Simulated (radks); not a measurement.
Question: These are the eigenvalues of the occupied orbitals of an atom or ion with whole-number occupations (hartree). Calculated with a radial shooting solver on a logarithmic mesh with Libxc functionals: scalar-relativistic Kohn-Sham, BLYP, spin-polarised, spherical densities, point nucleus.

1s up: -1068.110
1s down: -1068.108
2s up: -162.7117
2s down: -162.6900
2p up: -146.2512
2p down: -146.2338
3s up: -32.74324
3s down: -32.73154
3p up: -27.36750
3p down: -27.35417
3d up: -19.09513
3d down: -19.07530
4s up: -6.54483
4s down: -6.46945
4p up: -4.89666
4p down: -4.82111
4d up: -2.48062
4d down: -2.40795
5s up: -1.52120
5s down: -1.47295
5p up: -1.14190

Which element is it, and in what charge state? The configuration may be excited. Open shells, if any, are filled with parallel spins first.

Answer: Z = 50, tin, charge +3: Sn3+ in [Kr] 4d8 5s2 5p1. The list shows which subshells hold electrons but not how many an open one holds; the 1s level, -1068.1 hartree, gives Z - s = 46.2 by -(Z - s)^2/2, which with screening and relativity narrows Z to a few neighbours, and the depths of the outer levels then fix element, charge and occupations together.
